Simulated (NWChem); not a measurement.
System: Si$_{3}$H$_{6}$, singlet; SMILES [SiH3][Si][SiH3]

NWChem input:

```
start job
memory heap 200 mb stack 900 mb global 1100 mb
geometry units angstroms noautosym nocenter noautoz
  Si    -0.000001     0.000002     1.304911
  Si    -1.677076     0.136875    -0.380708
  H     -1.934473    -1.327214    -0.625895
  H     -1.279712     0.755928    -1.686823
  H     -2.960430     0.757238     0.074203
  Si     1.677076    -0.136873    -0.380706
  H      1.934473     1.327215    -0.625896
  H      1.279712    -0.755928    -1.686821
  H      2.960429    -0.757236     0.074205
end
basis spherical
  * library pcsseg-1
end
dft
  xc pbe0
  iterations 150
end
property
  shielding 5 1 2 3 4 5
end
task dft property
```

NWChem printed, in part:

```
             Northwest Computational Chemistry Package (NWChem) 7.3.0
             --------------------------------------------------------

                             Geometry "geometry" -> ""
                             -------------------------

 Output coordinates in angstroms (scale by  1.889725989 to convert to a.u.)

  No.       Tag          Charge          X              Y              Z
 ---- ---------------- ---------- -------------- -------------- --------------
    1 Si                  14.0000    -0.00000100     0.00000200     1.30491100
    2 Si                  14.0000    -1.67707600     0.13687500    -0.38070800
    3 H                    1.0000    -1.93447300    -1.32721400    -0.62589500
    4 H                    1.0000    -1.27971200     0.75592800    -1.68682300
    5 H                    1.0000    -2.96043000     0.75723800     0.07420300
    6 Si                  14.0000     1.67707600    -0.13687300    -0.38070600
    7 H                    1.0000     1.93447300     1.32721500    -0.62589600
    8 H                    1.0000     1.27971200    -0.75592800    -1.68682100
    9 H                    1.0000     2.96042900    -0.75723600     0.07420500

 Effective nuclear repulsion energy (a.u.)     175.2006556354

                              NWChem Property Module
                              ----------------------

  itol2e modified to match energy
  convergence criterion.

                                 NWChem DFT Module
                                 -----------------

 Summary of "ao basis" -> "ao basis" (spherical)
 ------------------------------------------------------------------------------
       Tag                 Description            Shells   Functions and Types
 ---------------- ------------------------------  ------  ---------------------
 Si                         pcsseg-1                10       24   4s5p1d
 H                          pcsseg-1                 3        5   2s1p

  itol2e modified to match energy
  convergence criterion.

            General Information
            -------------------
          SCF calculation type: DFT
          Wavefunction type:  closed shell.
          No. of atoms     :     9
          No. of electrons :    48
           Alpha electrons :    24
            Beta electrons :    24
          Charge           :     0
          Spin multiplicity:     1
          Use of symmetry is: off; symmetry adaption is: off
          Maximum number of iterations: 150
          AO basis - number of functions:   102
                     number of shells:    48
          Convergence on energy requested:  1.00D-07
          Convergence on density requested:  1.00D-05
          Convergence on gradient requested:  5.00D-04

              XC Information
              --------------
                         PBE0 Method XC Functional
                     Hartree-Fock (Exact) Exchange  0.250
          PerdewBurkeErnzerhof Exchange Functional  0.750
            Perdew 1991 LDA Correlation Functional  1.000 local
           PerdewBurkeErnz. Correlation Functional  1.000 non-local

             Grid Information
             ----------------
          Grid used for XC integration:  fine
          Radial quadrature: Mura-Knowles
          Angular quadrature: Lebedev.
          Tag              B.-S. Rad. Rad. Pts. Rad. Cut. Ang. Pts.
          ---              ---------- --------- --------- ---------
          Si                  1.10      123          13.0       770
          H                   0.35       60          14.0       590
          Grid pruning is: on
          Number of quadrature shells:   729
          Spatial weights used:  Erf1

      Superposition of Atomic Density Guess
      -------------------------------------

 Sum of atomic energies:        -869.42953858

      Non-variational initial energy
      ------------------------------

 Total energy =    -870.156348
 1-e energy   =   -1553.237181
 2-e energy   =     507.880177
 HOMO         =      -0.212766
 LUMO         =      -0.104525

   convergence    iter        energy       DeltaE   RMS-Dens  Diis-err
 ---------------- ----- ----------------- --------- --------- ---------
 d= 0,ls=0.0,diis     1   -871.5654567952 -1.05D+03  6.70D-03  4.20D-01
 d= 0,ls=0.0,diis     2   -871.5909367764 -2.55D-02  4.92D-03  3.20D-02
 d= 0,ls=0.0,diis     3   -871.5949899965 -4.05D-03  1.91D-03  1.49D-02
 d= 0,ls=0.0,diis     4   -871.5978824565 -2.89D-03  2.00D-04  1.13D-04
 d= 0,ls=0.0,diis     5   -871.5979009760 -1.85D-05  8.47D-05  2.14D-05
  Resetting Diis
 d= 0,ls=0.0,diis     6   -871.5979049876 -4.01D-06  8.71D-06  1.79D-07
 d= 0,ls=0.0,diis     7   -871.5979050259 -3.83D-08  2.14D-06  1.09D-08

         Total DFT energy =     -871.597905025904
      One electron energy =    -1556.107298634214
           Coulomb energy =      573.786211194458
    Exchange-Corr. energy =      -64.477473221556
 Nuclear repulsion energy =      175.200655635408

 Numeric. integr. density =       48.000005910136

                       DFT Final Molecular Orbital Analysis
                       ------------------------------------

 Vector   22  Occ=2.000000D+00  E=-3.559253D-01
              MO Center= -9.8D-06, -3.5D-06, -6.4D-01, r^2= 6.3D+00
   Bfn.  Coefficient  Atom+Function         Bfn.  Coefficient  Atom+Function
  ----- ------------  ---------------      ----- ------------  ---------------
    54      0.241395  4 H  s                 93     -0.241399  8 H  s
    59     -0.225988  5 H  s                 98      0.225986  9 H  s
    40     -0.209631  2 Si pz                79      0.209632  6 Si pz
    55      0.137886  4 H  s                 94     -0.137888  8 H  s
    38      0.132922  2 Si px                77      0.132922  6 Si px

 Vector   23  Occ=2.000000D+00  E=-2.846355D-01
              MO Center= -1.1D-06,  1.5D-06,  4.0D-01, r^2= 4.4D+00
   Bfn.  Coefficient  Atom+Function         Bfn.  Coefficient  Atom+Function
  ----- ------------  ---------------      ----- ------------  ---------------
    14      0.362346  1 Si px                38     -0.215602  2 Si px
    77     -0.215602  6 Si px                28     -0.188859  2 Si s
    67      0.188860  6 Si s                 17      0.173462  1 Si px
    40     -0.163961  2 Si pz                79      0.163961  6 Si pz
    59      0.149462  5 H  s                 98     -0.149462  9 H  s

 Vector   24  Occ=2.000000D+00  E=-2.462129D-01
              MO Center= -7.1D-07,  1.7D-06,  1.0D+00, r^2= 3.9D+00
   Bfn.  Coefficient  Atom+Function         Bfn.  Coefficient  Atom+Function
  ----- ------------  ---------------      ----- ------------  ---------------
     4      0.416913  1 Si s                 16      0.392252  1 Si pz
     3      0.279314  1 Si s                 19      0.272929  1 Si pz
     2     -0.188716  1 Si s                 28     -0.173528  2 Si s
    67     -0.173528  6 Si s                 55      0.166747  4 H  s
    94      0.166746  8 H  s                 40     -0.144601  2 Si pz

 Vector   25  Occ=0.000000D+00  E=-1.321720D-01
              MO Center= -8.7D-07,  1.9D-06,  1.1D+00, r^2= 3.4D+00
   Bfn.  Coefficient  Atom+Function         Bfn.  Coefficient  Atom+Function
  ----- ------------  ---------------      ----- ------------  ---------------
    18      0.573593  1 Si py                15      0.456853  1 Si py
    50      0.180353  3 H  s                 89     -0.180353  7 H  s
    55     -0.133140  4 H  s                 94      0.133140  8 H  s
    49      0.117334  3 H  s                 88     -0.117334  7 H  s
     9     -0.108415  1 Si py                17      0.107431  1 Si px

 Vector   26  Occ=0.000000D+00  E= 2.513713D-03
              MO Center= -4.4D-07,  1.4D-06,  5.7D-01, r^2= 6.3D+00
   Bfn.  Coefficient  Atom+Function         Bfn.  Coefficient  Atom+Function
  ----- ------------  ---------------      ----- ------------  ---------------
    17      1.059615  1 Si px                28      1.012081  2 Si s
    67     -1.012081  6 Si s                 41      0.637532  2 Si px
    80      0.637532  6 Si px                55     -0.490945  4 H  s
    94      0.490945  8 H  s                 18     -0.283739  1 Si py
    14      0.248976  1 Si px                27      0.239970  2 Si s

 Vector   27  Occ=0.000000D+00  E= 1.358632D-02
              MO Center=  2.2D-06,  8.9D-07,  1.5D-02, r^2= 7.4D+00
   Bfn.  Coefficient  Atom+Function         Bfn.  Coefficient  Atom+Function
  ----- ------------  ---------------      ----- ------------  ---------------
     4      1.197592  1 Si s                 43     -0.829426  2 Si pz
    82     -0.829429  6 Si pz                19     -0.812583  1 Si pz
    28     -0.548855  2 Si s                 67     -0.548853  6 Si s
    42     -0.485365  2 Si py                81      0.485366  6 Si py
    50     -0.468058  3 H  s                 89     -0.468060  7 H  s

     Multipole analysis of the density
     ---------------------------------

     L   x y z        total         alpha         beta         nuclear
     -   - - -        -----         -----         ----         -------
     0   0 0 0     -0.000000    -24.000000    -24.000000     48.000000

     1   1 0 0      0.000001      0.000015      0.000015     -0.000028
     1   0 1 0      0.000001     -0.000055     -0.000055      0.000111
     1   0 0 1      0.017605     -2.950443     -2.950443      5.918491

     2   2 0 0    -35.748760   -208.998335   -208.998335    382.247911
     2   1 1 0      0.250958     13.893109     13.893109    -27.535260
     2   1 0 1      0.000006     -0.000060     -0.000060      0.000126
     2   0 2 0    -31.877512    -27.254088    -27.254088     22.630665
     2   0 1 1     -0.000004     -0.000033     -0.000033      0.000061
     2   0 0 2    -36.740499    -79.761482    -79.761482    122.782464

          -----------------------------------------
          Chemical Shielding Tensors (GIAO, in ppm)
          -----------------------------------------

                                NWChem CPHF Module
                                ------------------

  scftype          =     RHF
  nclosed          =       24
  nopen            =        0
  variables        =     1872
  # of vectors     =        3
  tolerance        = 0.10D-03
  level shift      = 0.00D+00
  max iterations   =       50
  max subspace     =       30

 SCF residual:    9.3427610373330314E-005

Iterative solution of linear equations
  No. of variables     1872
  No. of equations        3
  Maximum subspace       30
        Iterations       50
       Convergence  1.0D-04

   iter   nsub   residual    time
   ----  ------  --------  ---------
     1      3    1.87D+00      47.4
     2      6    1.74D-01      51.8
     3      9    8.60D-03      55.9
     4     12    3.54D-04      60.1
     5     15    2.40D-05      63.9

      Atom:    1  Si
        Diamagnetic
    876.3232      0.3319     -0.0000
      0.3319    875.4436      0.0000
     -0.0000      0.0000    875.0371

        Paramagnetic
  -3443.5589    548.1871     -0.0015
    548.1871   -319.5313     -0.0002
     -0.0015     -0.0002  -1790.7379

        Total Shielding Tensor
  -2567.2357    548.5190     -0.0015
    548.5190    555.9123     -0.0002
     -0.0015     -0.0002   -915.7008

           isotropic =    -975.6747
          anisotropy =   -2527.6443

          Principal Components and Axis System
                 1           2           3
            -2660.7709   -915.7008    649.4475

      1         0.9858     -0.0000      0.1681
      2        -0.1681      0.0000      0.9858
      3         0.0000      1.0000     -0.0000

      Atom:    2  Si
        Diamagnetic
    883.5229     -0.0548      2.0588
     -0.0548    878.9085      0.0576
      2.0588      0.0576    880.3439

        Paramagnetic
   -454.8024     -3.3632     40.7036
     -3.3632   -484.0202      2.3087
     40.7036      2.3087   -460.8291

        Total Shielding Tensor
    428.7206     -3.4180     42.7624
     -3.4180    394.8883      2.3664
     42.7624      2.3664    419.5148

           isotropic =     414.3745
          anisotropy =      79.1481

          Principal Components and Axis System
                 1           2           3
              467.1399    395.9755    380.0082

      1         0.7443     -0.1657     -0.6469
      2        -0.0133      0.9649     -0.2625
      3         0.6677      0.2040      0.7160

      Atom:    3  H
        Diamagnetic
     26.2643      3.4465      1.4551
      3.4465     35.1794      2.7840
      1.4551      2.7840     24.2368

        Paramagnetic
     -0.3780     -2.5293     -3.5619
     -2.5293     -4.6768     -1.2203
     -3.5619     -1.2203      1.0004

        Total Shielding Tensor
     25.8863      0.9172     -2.1068
      0.9172     30.5026      1.5637
     -2.1068      1.5637     25.2371

           isotropic =      27.2087
          anisotropy =       5.6227

          Principal Components and Axis System
                 1           2           3
               30.9572     27.6645     23.0043

      1         0.0770      0.7799      0.6211
      2         0.9686      0.0892     -0.2321
      3         0.2364     -0.6195      0.7486

      Atom:    4  H
        Diamagnetic
     26.4599      0.3778     -0.9553
      0.3778     24.7650     -5.1613
     -0.9553     -5.1613     34.1447

        Paramagnetic
     -0.5706     -0.5555     -0.6206
     -0.5555      0.1947      2.8506
     -0.6206      2.8506     -6.0519

        Total Shielding Tensor
     25.8892     -0.1777     -1.5759
     -0.1777     24.9597     -2.3108
     -1.5759     -2.3108     28.0928

           isotropic =      26.3139
          anisotropy =       5.1911

          Principal Components and Axis System
                 1           2           3
               29.7746     25.7926     23.3746

      1        -0.3290      0.8681      0.3718
      2        -0.3987     -0.4846      0.7786
      3         0.8560      0.1079      0.5055

      Atom:    5  H
        Diamagnetic
     35.4378     -4.9356     -2.6703
     -4.9356     25.9267      1.3844
     -2.6703      1.3844     24.8405

        Paramagnetic
     -9.0247      3.1037      0.4779
      3.1037     -1.2337     -0.7534
      0.4779     -0.7534      1.1457

        Total Shielding Tensor
     26.4131     -1.8319     -2.1923
     -1.8319     24.6930      0.6310
     -2.1923      0.6310     25.9861

           isotropic =      25.6974
          anisotropy =       5.1562

          Principal Components and Axis System
                 1           2           3
               29.1349     24.6861     23.2713

      1         0.7217      0.2486      0.6460
      2        -0.3798     -0.6379      0.6699
      3        -0.5786      0.7289      0.3659
```

Level: PBE0/pcSseg-1, GIAO. Low-valent species are run as closed-shell singlets; no triplet was tried in these runs. Coordinates come from a PBE0/def2-SVP optimisation. The printed shielding anisotropy is the first printed principal value minus the mean of the other two.
